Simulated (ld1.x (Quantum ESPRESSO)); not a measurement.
**Zn (Z = 30) TM: all-electron and pseudo phase curves**

- Element: zinc (Zn)
- Generator: ld1.x (Quantum ESPRESSO) 7.5
- Type: norm-conserving Troullier–Martins (Kleinman–Bylander form)
- Functional: PBE
- Relativity: fully relativistic
- Frozen core: [Ne] 3s2
- Valence charge: 18
- Reference configuration: 3p6 3d9 4s0 4p0 (charge +3)
- Partial waves: 4s (bound, empty): rc 1.70 bohr; 3p (bound): rc 1.10 bohr; 3d (bound): rc 1.45 bohr
- Local potential: the d channel
- Core correction: Bessel-smoothed model core inside 0.90 bohr

Open shells are filled in proportion to 2j + 1 (rel_dist='average').

The phase is arctan(r·u′/u) with u = r·R(r), unwrapped; energies in Ry, scanned from -11 to 5 Ry. A pole is an energy at which the radial function vanishes at the test radius. The pseudo phase is shifted by a multiple of π to meet the all-electron one at the reference energy, and phase errors are pseudo minus all-electron; the curves can meet again beyond the range given. Levels narrower than the energy grid can be missing from the lists of poles.

```tsv
channel	radius (bohr)	reference energy (Ry)	poles, all-electron	poles, pseudo	unbroken range about the reference energy with phases within 0.05 rad	phase error 1 Ry above the reference energy (rad)
s	1.85	-2.61	1.89	1.20	below 1.6	-0.009
p1/2	1.85	-9.34	-9.28, 3.39	-9.28, 4.07	below -3.4	+0.002
p3/2	1.85	-9.12	-9.04, 3.53	-9.04, 4.23	below -3.3	+0.002
d3/2	1.85	-3.74	-3.49	-3.47	not even at the reference energy	+0.017
d5/2	1.85	-3.72	-3.46	-3.47	-3.8 to -1.2	+0.011
```

Note: ghost state, extra bound levels that the all-electron valence spectrum of the same l lacks: s at -271.3 eV. A true bound ghost makes a file unfit for plane-wave use.

Phases in the d5/2 channel:

| E (Ry) | all-electron | pseudo |
| --- | --- | --- |
| -11.00 | 1.390 | 1.391 |
| -10.76 | 1.387 | 1.388 |
| -10.52 | 1.385 | 1.385 |
| -10.28 | 1.382 | 1.383 |
| -10.04 | 1.379 | 1.380 |
| -9.80 | 1.376 | 1.377 |
| -9.56 | 1.373 | 1.374 |
| -9.32 | 1.369 | 1.371 |
| -9.08 | 1.366 | 1.367 |
| -8.84 | 1.362 | 1.363 |
| -8.60 | 1.358 | 1.359 |
| -8.36 | 1.354 | 1.355 |
| -8.12 | 1.349 | 1.351 |
| -7.88 | 1.344 | 1.346 |
| -7.64 | 1.339 | 1.341 |
| -7.40 | 1.333 | 1.335 |
| -7.16 | 1.327 | 1.329 |
| -6.92 | 1.320 | 1.322 |
| -6.68 | 1.312 | 1.315 |
| -6.44 | 1.304 | 1.307 |
| -6.20 | 1.294 | 1.297 |
| -5.96 | 1.283 | 1.286 |
| -5.72 | 1.270 | 1.274 |
| -5.48 | 1.254 | 1.258 |
| -5.24 | 1.234 | 1.239 |
| -5.00 | 1.207 | 1.213 |
| -4.76 | 1.169 | 1.176 |
| -4.52 | 1.108 | 1.115 |
| -4.28 | 0.986 | 0.992 |
| -4.04 | 0.609 | 0.598 |
| -3.80 | -0.833 | -0.892 |
| -3.56 | -1.479 | -1.491 |
| -3.32 | -1.649 | -1.649 |
| -3.08 | -1.729 | -1.724 |
| -2.84 | -1.780 | -1.771 |
| -2.60 | -1.819 | -1.806 |
| -2.36 | -1.852 | -1.836 |
| -2.12 | -1.884 | -1.863 |
| -1.88 | -1.916 | -1.890 |
| -1.64 | -1.950 | -1.917 |
| -1.40 | -1.988 | -1.946 |
| -1.16 | -2.031 | -1.978 |
| -0.92 | -2.081 | -2.014 |
| -0.68 | -2.142 | -2.055 |
| -0.44 | -2.218 | -2.102 |
| -0.20 | -2.314 | -2.159 |
| 0.04 | -2.439 | -2.228 |
| 0.28 | -2.605 | -2.313 |
| 0.52 | -2.820 | -2.420 |
| 0.76 | -3.083 | -2.556 |
| 1.00 | -3.369 | -2.727 |
| 1.24 | -3.637 | -2.935 |
| 1.48 | -3.858 | -3.172 |
| 1.72 | -4.029 | -3.415 |
| 1.96 | -4.158 | -3.639 |
| 2.20 | -4.257 | -3.827 |
| 2.44 | -4.333 | -3.979 |
| 2.68 | -4.394 | -4.098 |
| 2.92 | -4.443 | -4.192 |
| 3.16 | -4.484 | -4.268 |
| 3.40 | -4.519 | -4.329 |
| 3.64 | -4.548 | -4.379 |
| 3.88 | -4.573 | -4.420 |
| 4.12 | -4.596 | -4.456 |
| 4.36 | -4.616 | -4.486 |
| 4.60 | -4.634 | -4.513 |
| 4.84 | -4.650 | -4.536 |
